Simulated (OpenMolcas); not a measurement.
**V I: CASPT2 settings compared**

```json
{"Program": "OpenMolcas", "Basis": "ANO-R2 [6s4p4d2f1g]", "Scalar Hamiltonian": "X2C, finite nucleus", "Active space": "5 electrons in 6 orbitals (3d 4s)", "State averaging": "2S+1 = 6 even, 5 roots; 2S+1 = 4 even, 33 roots (26 in the spin-orbit step); 2S+1 = 2 even, 9 roots", "Spin-orbit coupling": "state interaction with AMFI integrals over the reference wave functions, term energies averaged over their components"}
```

Methods on the same reference wave functions:
A. CASSCF
B. SS-CASPT2, IPEA 0.15 Eh, sigma2 regulariser 0.15 Eh (closed shells correlated: none)
C. SS-CASPT2, IPEA 0.4 Eh, sigma2 regulariser 0.5 Eh (closed shells correlated: 3s 3p)

Energies in cm⁻¹ above 3d³ 4s² ⁴F_3/2, the measured ground level; measured values from NIST Handbook of Basic Atomic Spectroscopic Data.

```tsv
Level	A	B	C	Measured
3d⁴ 4s ⁶D_1/2	-6964	3160	800	2112
3d⁴ 4s ⁶D_3/2	-6921	3210	844	2153
3d⁴ 4s ⁶D_5/2	-6850	3280	916	2220
3d⁴ 4s ⁶D_7/2	-6750	3380	1017	2311
3d⁴ 4s ⁶D_9/2	-6623	3510	1145	2425
3d³ 4s² ⁴F_3/2	0.0	0.0	0.0	0.0
3d³ 4s² ⁴F_5/2	119	119	119	137
3d³ 4s² ⁴F_7/2	282	285	285	323
3d³ 4s² ⁴F_9/2	484	497	495	553
3d⁴ 4s ⁴D_1/2	3527	9500	8550	8413
3d⁴ 4s ⁴D_3/2	3592	9570	8610	8476
3d⁴ 4s ⁴D_5/2	3701	9680	8720	8579
3d⁴ 4s ⁴D_7/2	3855	9830	8870	8716
```

A puts 3d⁴ 4s ⁶D_1/2 lowest.

Deviations, from unrounded energies. A percentage is the sum of absolute deviations over the sum of measured energies, with the sign that they share, or ± where signs differ.

| Against measurement | Levels | A | B | C |
| --- | --- | --- | --- | --- |
| mean absolute deviation (cm-1) | 12 | 5400 | 820 | 600 |
| fine structure of the ground term (%) | 3 | -12.7 | -11.0 | -11.4 |
| other configurations (%) | 9 | -142.8 | +21.4 | ±15.6 |

C lies closest to measurement on these levels and A furthest from it. The largest miss of C in the table is 3d⁴ 4s ⁶D_1/2, by -1300 cm-1. The ranking rests on the paired levels alone, and a cruder setting can come out closer through cancelling errors.

Between B and C the level of the table that moves most is 3d⁴ 4s ⁶D_7/2, by 2400 cm-1 (lowest in C, highest in B). Moves below CASPT2's spread within the term are not significant.

The mean deviations of B to C differ by less than CASPT2's widest spread within a term (1800 cm-1), so their order carries little weight.

The lowest spin-free term lies below A's lowest term by 0.093 hartree in B, 0.419 hartree in C.

CASPT2 does not keep the components of a term degenerate, so their means are used; among the terms shown or strongly mixed into the levels shown the widest spread is 1800 cm-1 (3d³ 4s² ⁴F, B). Over all roots computed the reference weight is 0.84 to 0.98 in B; the roots of lowest weight are the least certain, and an intruder state may touch them. Some high roots are left out of the spin-orbit mixing, which shifts the levels that they would mix with. A single d shell beside an s shell can misplace configurations of different d count against each other. Without dynamic correlation excited terms often stand tens of per cent too high (terms of higher spin than the ground term too low), and those without a measured partner can miss by more than the paired ones (holds for A). The lowest computed level is not the ground level that NIST lists (4F3/2) (holds for A). Configurations are named by rounded mean occupations; where the s occupation lies near a half they are strongly mixed, a name can repeat and a true partner stay unpaired (holds for B; C). The CASPT2 spread within a term exceeds the gap to the next term for 3d³ 4s² ⁴F and 3d⁴ 4s ⁶D, so the order of their levels is uncertain, and so are names and mixing where such terms share a J (holds for C). Measured partners are found by configuration, term and J. A level has none where our copy of the source lacks it or the pairing is in doubt (some pairs that miss far off the trend of their configuration count as doubtful), and it then counts in no deviation. Only configurations of the active space appear. Levels that lie high or do not pair safely by name in every column are left out.
